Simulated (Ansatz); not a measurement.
Cost and result for the atomization energy of H6InNO3 (`[NH3+][In-]([OH])([OH])[OH]`) (11 atoms, 10 bonds).

```csv
atom,x (Å),y (Å),z (Å)
N1,-1.316,-0.438,-0.832
In2,0.558,0.185,0.352
O3,0.237,-1.019,1.918
O4,0.076,2.121,0.508
O5,1.889,-0.370,-1.036
H6,-1.920,0.364,-0.969
H7,-1.825,-1.152,-0.323
H8,-1.047,-0.807,-1.737
H9,0.132,-0.531,2.737
H10,0.727,2.693,0.097
H11,2.489,-1.046,-0.715
```

Total charge 0; spin multiplicity 1. Correlated methods include outer-core shells of In, which these sets cover unevenly. In: def2 effective core potential. All single points use the PBE0-D4/def2-TZVP geometry. It is one conformer, not always the lowest. Program: Ansatz. All runs use 4 threads of a server CPU on a shared host. Times are those of one run each, without the atoms' runs, and a repeat can differ threefold. Electronic energies, without spin–orbit coupling; frozen cores. CCSD(T)/CBS adds CCSD(T) − MP2 in def2-TZVPP to the MP2 limit, and its time is that of the two runs behind it. T1 = 0.015. With those shells the extrapolation isn't a true limit. B3LYP takes the VWN-RPA correlation (the form of Gaussian; ORCA's B3LYP/G). HSE06 is the plane-wave form, built on full-range PBE exchange.

CCSD(T)/CBS is a level of theory with its own doubt, some kJ/mol a heavy atom from the limit and from the frozen cores, so smaller differences don't rank the functionals.

```json
{"level": "PBE-D4/def2-TZVPP (with forces)", "functions": "258", "wall time": "3.9 s"}
{"level": "BHLYP-D4/def2-TZVPP", "functions": "258", "wall time": "4.3 s"}
{"level": "HSE06-D4/def2-TZVPP", "functions": "258", "wall time": "4.5 s"}
{"level": "CAM-B3LYP-D4/def2-TZVPP", "functions": "258", "wall time": "4.5 s"}
{"level": "r2SCAN-D4/def2-TZVPP (with forces)", "functions": "258", "wall time": "5.5 s"}
{"level": "r2SCANh-D4/def2-TZVPP", "functions": "258", "wall time": "6 s"}
{"level": "B3LYP-D4/def2-TZVPP (with forces)", "functions": "258", "wall time": "6.5 s"}
{"level": "B97M-V/def2-TZVPP", "functions": "258", "wall time": "7.5 s"}
{"level": "PBE-QIDH/def2-TZVPP", "functions": "258", "wall time": "8 s"}
{"level": "CCSD(T)/def2-SVP", "functions": "112", "wall time": "12 s"}
{"level": "MP2/def2-QZVPP", "functions": "490", "wall time": "26 s"}
{"level": "CCSD(T)/def2-TZVPP", "functions": "258", "wall time": "2.9 min"}
{"level": "CCSD(T)/CBS(def2)", "functions": "–", "wall time": "3.4 min"}
```

(1) What atomization energy does each give, and how far from CCSD(T)/CBS? (An estimate is asked.)

## Answers

(1) Ansatz gave: 
| level | atomization (kJ/mol) | difference from CCSD(T)/CBS | per bond |
| --- | --- | --- | --- |
| PBE-D4/def2-TZVPP (with forces) | 3699.7 | 6.6 | 0.7 |
| BHLYP-D4/def2-TZVPP | 3438.8 | -254.3 | -25.4 |
| HSE06-D4/def2-TZVPP | 3577.8 | -115.3 | -11.5 |
| CAM-B3LYP-D4/def2-TZVPP | 3648.3 | -44.8 | -4.5 |
| r2SCAN-D4/def2-TZVPP (with forces) | 3624.2 | -68.9 | -6.9 |
| r2SCANh-D4/def2-TZVPP | 3579.7 | -113.4 | -11.3 |
| B3LYP-D4/def2-TZVPP (with forces) | 3609.7 | -83.4 | -8.3 |
| B97M-V/def2-TZVPP | 3615.2 | -77.9 | -7.8 |
| PBE-QIDH/def2-TZVPP | 3558.2 | -134.9 | -13.5 |
| CCSD(T)/def2-SVP | 3341.2 | -351.9 | -35.2 |
| MP2/def2-QZVPP | 3718.8 | 25.7 | 2.6 |
| CCSD(T)/def2-TZVPP | 3548.8 | -144.3 | -14.4 |
| CCSD(T)/CBS(def2) | 3693.1 | 0.0 | 0.0 |

Leaving LDA and LC-ωPBE aside and taking each functional with its dispersion term where it has one, the values spread over 260.8 kJ/mol, from BHLYP-D4 to PBE-D4. LDA lies +563.7 kJ/mol from PBE without D4, its usual overbinding. From BLYP to BHLYP (50 % exact exchange), in def2-TZVPP and without D4, the atomization energy moves by −189.8 kJ/mol: exact exchange takes away binding that semilocal exchange gives to molecules. At CCSD(T), def2-SVP lies −351.9 kJ/mol from the extrapolated value and def2-TZVPP −144.3 kJ/mol: correlation converges slowly with the basis, and small sets miss more of it in the bonded molecule than in its fragments.

Spin–orbit coupling would lower the free In atoms strongly, and the atomization energy with them, by more than many differences here.
